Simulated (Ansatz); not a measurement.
B9H10SCl⁺, that is nido-6-SB9H11 (Cl for H, site f on B) with one electron fewer. Total charge 1; doublet. Geometry r2SCAN-D4/def2-SVP, that of the neutral singlet; atoms count from 1.

```tsv
atom	x (Å)	y (Å)	z (Å)
B1	1.158	-0.083	-1.431
B2	-1.078	1.247	0.166
B3	0.625	1.197	-0.316
B4	0.132	0.577	1.296
B5	0.584	-1.651	-0.616
S6	-0.486	-1.018	-2.021
B7	-0.040	-1.195	1.147
B8	-0.463	0.811	-1.604
B9	1.295	-0.380	0.318
B10	-1.449	-0.128	1.214
Cl11	2.554	0.071	-2.526
H12	-1.696	2.269	0.278
H13	1.180	2.260	-0.357
H14	0.510	1.135	2.287
H15	1.024	-2.752	-0.786
H16	0.126	-2.021	2.000
H17	-0.796	1.528	-2.505
H18	2.385	-0.575	0.781
H19	-2.357	-0.201	1.991
H20	-1.251	-1.376	0.676
H21	-1.957	0.287	0.008
```

Single mean-field runs in def2-TZVP are fitted with def2-universal-jkfit.

Q: Estimate the Mulliken populations from the PBE0/def2-TZVP orbitals of Ansatz.

A: 
```tsv
atom	charge (e)	spin (α − β)
B1	0.39	0.06
B2	-0.11	0.14
B3	-0.15	0.00
B4	-0.08	0.00
B5	-0.07	0.17
S6	0.13	-0.01
B7	-0.11	0.14
B8	-0.07	0.17
B9	-0.15	0.00
B10	-0.18	0.03
Cl11	0.10	0.26
H12	0.10	0.00
H13	0.09	0.02
H14	0.08	0.00
H15	0.12	0.01
H16	0.10	0.00
H17	0.12	0.01
H18	0.09	0.02
H19	0.12	0.00
H20	0.23	0.00
H21	0.23	0.00
```
Mulliken values and Mayer orders depend strongly on the basis.

Q: Where does the spin sit?

A: Summed by element: B 0.70, S -0.01, Cl 0.26, H 0.05, of 1 unpaired in all. Largest on single atoms: Cl11 0.26, B8 0.17, B5 0.17.

Q: And the Mayer bond orders between bonded heavy atoms (over 0.3)?

A: B1–B3 0.51 (1.78 Å); B1–B5 0.40 (1.86 Å); B1–S6 0.63 (1.98 Å); B1–B8 0.40 (1.86 Å); B1–B9 0.51 (1.78 Å); B1–Cl11 1.07 (1.78 Å); B2–B3 0.53 (1.77 Å); B2–B4 0.51 (1.79 Å); B2–B8 0.46 (1.92 Å); B2–B10 0.58 (1.77 Å); B3–B4 0.55 (1.80 Å); B3–B8 0.59 (1.73 Å); B3–B9 0.42 (1.83 Å); B4–B7 0.51 (1.79 Å); B4–B9 0.55 (1.80 Å); B4–B10 0.52 (1.73 Å); B5–S6 0.90 (1.88 Å); B5–B7 0.46 (1.92 Å); B5–B9 0.59 (1.73 Å); S6–B8 0.90 (1.88 Å); B7–B9 0.53 (1.77 Å); B7–B10 0.58 (1.77 Å).
